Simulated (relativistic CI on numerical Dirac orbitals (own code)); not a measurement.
**Electric-dipole lines of Rh¹⁵⁺**

These numbers are calculated, not measured: Dirac-Coulomb-Breit CI, orbitals from a KLI potential per configuration, QED by a radiative potential, unscaled Slater integrals (own radial code, finite nucleus).

Configurations in the expansion (outside the closed core [Ar]): 3d10 4s2, 3d10 4s 4p, 3d10 4p2, 3d10 4s 4d, 3d10 4d2, 3d10 4s 4f, 3d10 4p 4d, 3d10 4f2, 3d10 4p 4f, 3d10 4s 5s, 3d10 4s 5p, 3d10 4d 4f, 3d10 4s 5d, 3d10 4s 5f, 3d10 4s 5g, 3d10 4s 6s, 3d10 4s 6p, 3d10 4s 6d, 3d10 4s 6f, 3d10 4s 7s, 3d9 4s2 4p, 3d9 4s2 4d, 3d9 4s2 4f, 3d9 4s2 5s, 3d9 4s2 5p, 3d9 4s2 5d. Double excitations out of closed p, d and f shells are left out; levels of such configurations are missing from the list, as are those of other unlisted configurations, and high levels can miss mixing partners. These lack a partner that the ground configuration has and come out too high: 3d9 4s2 4p, 3d9 4s2 4d, 3d9 4s2 4f, 3d9 4s2 5s, 3d9 4s2 5p.

| λ vac (Å) | Lower | Upper | A (s⁻¹) | log gf | S velocity/length |
| --- | --- | --- | --- | --- | --- |
| 134.84 | 3d10 4s 4f 3F°_2 [27] | 3d10 4s 5g 3G_3 [66] | 3.30e+11 | 0.80 | 0.94 |
| 134.90 | 3d10 4s 4f 3F°_3 [28] | 3d10 4s 5g 3G_4 [67] | 3.37e+11 | 0.92 | 0.94 |
| 134.98 | 3d10 4s 4f 3F°_4 [29] | 3d10 4s 5g 3G_5 [68] | 3.59e+11 | 1.03 | 0.94 |
| 143.19 | 3d10 4s 4f 1F°_3 [30] | 3d10 4s 5g 1G_4 [70] | 3.20e+11 | 0.95 | 0.93 |
| 187.37 | 3d10 4p 4d 1F°_3 [25] | 3d10 4p 4f 1G_4 [57] | 1.56e+11 | 0.87 | 0.98 |
| 188.53 | 3d10 4s 4p 3P°_0 [2] | 3d10 4s 4d 3D_1 [11] | 5.20e+10 | -0.08 | 0.98 |
| 191.53 | 3d10 4s 4p 3P°_1 [3] | 3d10 4s 4d 3D_2 [12] | 6.65e+10 | 0.26 | 0.98 |
| 193.38 | 3d10 4p2 1D_2 [8] | 3d10 4p 4d 3D°_3 [23] | 8.35e+10 | 0.52 | 0.99 |
| 193.43 | 3d10 4p2 3P_0 [6] | 3d10 4p 4d 3D°_1 [19] | 9.88e+10 | 0.22 | 0.99 |
| 193.45 | 3d10 4p 4d 3F°_3 [16] | 3d10 4p 4f 3G_4 [44] | 5.73e+10 | 0.46 | 0.99 |
| 199.01 | 3d10 4p 4d 3F°_4 [18] | 3d10 4p 4f 3G_5 [45] | 7.39e+10 | 0.68 | 0.99 |
| 199.32 | 3d10 4p2 3P_2 [9] | 3d10 4p 4d 1F°_3 [25] | 7.64e+10 | 0.50 | 0.98 |
| 199.77 | 3d10 4p 4d 3D°_1 [19] | 3d10 4d2 3F_2 [46] | 1.33e+11 | 0.60 | 1.01 |
| 199.90 | 3d10 4p2 3P_1 [7] | 3d10 4p 4d 1D°_2 [20] | 5.88e+10 | 0.25 | 0.99 |
| 200.48 | 3d10 4p 4d 1D°_2 [17] | 3d10 4d2 3F_3 [43] | 5.96e+10 | 0.40 | 1.00 |
| 200.70 | 3d10 4p 4d 1D°_2 [17] | 3d10 4d2 1D_2 [42] | 7.32e+10 | 0.34 | 0.98 |
| 203.70 | 3d10 4s 4p 3P°_2 [4] | 3d10 4s 4d 3D_3 [13] | 7.57e+10 | 0.52 | 0.98 |
| 203.89 | 3d10 4s 4d 3D_1 [11] | 3d10 4s 4f 3F°_2 [27] | 8.40e+10 | 0.42 | 1.00 |
| 204.31 | 3d10 4p 4d 3D°_3 [23] | 3d10 4p 4f 3F_4 [54] | 1.56e+11 | 0.94 | 1.01 |
| 204.65 | 3d10 4p 4d 1D°_2 [20] | 3d10 4p 4f 3D_3 [48] | 9.52e+10 | 0.62 | 1.00 |
| 204.99 | 3d10 4s 4d 3D_2 [12] | 3d10 4s 4f 3F°_3 [28] | 8.83e+10 | 0.59 | 1.00 |
| 206.00 | 3d10 4p 4d 3D°_2 [24] | 3d10 4p 4f 3F_3 [53] | 1.05e+11 | 0.67 | 1.01 |
| 206.22 | 3d10 4p 4f 3F_4 [40] | 3d10 4d 4f 3F°_4 [78] | 6.78e+10 | 0.59 | 0.95 |
| 206.92 | 3d10 4s 4d 3D_3 [13] | 3d10 4s 4f 3F°_4 [29] | 9.85e+10 | 0.75 | 1.00 |
| 207.35 | 3d10 4d2 3F_2 [46] | 3d10 4d 4f 3G°_3 [80] | 9.52e+10 | 0.63 | 1.05 |
| 208.30 | 3d10 4p 4d 1P°_1 [26] | 3d10 4p 4f 1D_2 [56] | 1.17e+11 | 0.58 | 1.02 |
| 209.53 | 3d10 4p2 1S_0 [10] | 3d10 4p 4d 1P°_1 [26] | 8.12e+10 | 0.20 | 1.00 |
| 209.75 | 3d10 4s 4d 1D_2 [14] | 3d10 4s 4f 1F°_3 [30] | 1.41e+11 | 0.81 | 0.99 |
| 209.92 | 3d10 4p2 3P_2 [9] | 3d10 4p 4d 3D°_2 [24] | 5.31e+10 | 0.24 | 0.99 |
| 211.63 | 3d10 4p2 3P_2 [9] | 3d10 4p 4d 3D°_3 [23] | 3.06e+10 | 0.16 | 0.99 |
| 212.03 | 3d10 4s 4p 1P°_1 [5] | 3d10 4s 4d 1D_2 [14] | 1.13e+11 | 0.58 | 0.98 |
| 215.15 | 3d10 4p 4f 3F_4 [54] | 3d10 4d 4f 3G°_5 [83] | 1.52e+11 | 1.07 | 1.06 |
| 216.30 | 3d10 4p 4f 3F_3 [53] | 3d10 4d 4f 3G°_4 [81] | 1.08e+11 | 0.83 | 1.06 |
| 222.46 | 3d10 4d 4f 3G°_4 [81] | 3d10 4f2 3H_5 [109] | 1.05e+11 | 0.93 | 1.12 |
| 223.65 | 3d10 4d 4f 3G°_5 [83] | 3d10 4f2 3H_6 [110] | 1.08e+11 | 1.02 | 1.12 |
| 224.53 | 3d10 4p 4f 1G_4 [57] | 3d10 4d 4f 1H°_5 [94] | 1.72e+11 | 1.16 | 1.16 |
| 227.54 | 3d10 4p 4f 3G_5 [45] | 3d10 4d 4f 3H°_6 [73] | 5.74e+10 | 0.76 | 1.11 |
| 237.79 | 3d10 4d 4f 1H°_5 [94] | 3d10 4f2 1I_6 [120] | 1.12e+11 | 1.09 | 1.28 |
| 275.21 | 3d10 4s 4f 1F°_3 [30] | 3d10 4p 4f 1G_4 [57] | 4.45e+10 | 0.66 | 1.13 |
| 275.42 | 3d10 4s2 1S_0 [1] | 3d10 4s 4p 1P°_1 [5] | 4.02e+10 | 0.14 | 0.77 |
| 283.14 | 3d10 4s 4p 3P°_2 [4] | 3d10 4p2 3P_2 [9] | 2.09e+10 | 0.10 | 0.98 |
| 316.61 | 3d10 4s 4f 3F°_4 [29] | 3d10 4p 4f 3G_5 [45] | 1.91e+10 | 0.50 | 1.05 |
| 488.19 | 3d10 4s 5p 3P°_2 [39] | 3d10 4s 5d 3D_3 [60] | 1.85e+10 | 0.67 | 0.98 |
| 494.09 | 3d10 4s 5d 3D_3 [60] | 3d10 4s 5f 3F°_4 [64] | 2.15e+10 | 0.85 | 0.99 |
| 929.40 | 3d10 4s 6d 3D_3 [98] | 3d10 4s 6f 3F°_4 [102] | 7.70e+09 | 0.95 | 1.00 |

Terms are leading LS components. Brackets give the number of a level in order of energy, since labels repeat. The list gives strong lines, with weight on those to low levels, among the lowest 147 of 202 levels, so that lines to higher ones, which can be the strongest, are missing. Levels whose partners in the same complex of configurations lie outside the list can be far off, and so can their lines. Rates are taken at the computed energies, electric ones in the length gauge. A velocity-to-length ratio far from 1 marks an uncertain rate.

At this charge energies of transitions that change n are usually good to better than 1 %, and those within a shell (Δn = 0) to a few per cent.

LS names give the leading component of a level, which can be under half, so a name can repeat, a term be missing and a line seem to break the LS rules.
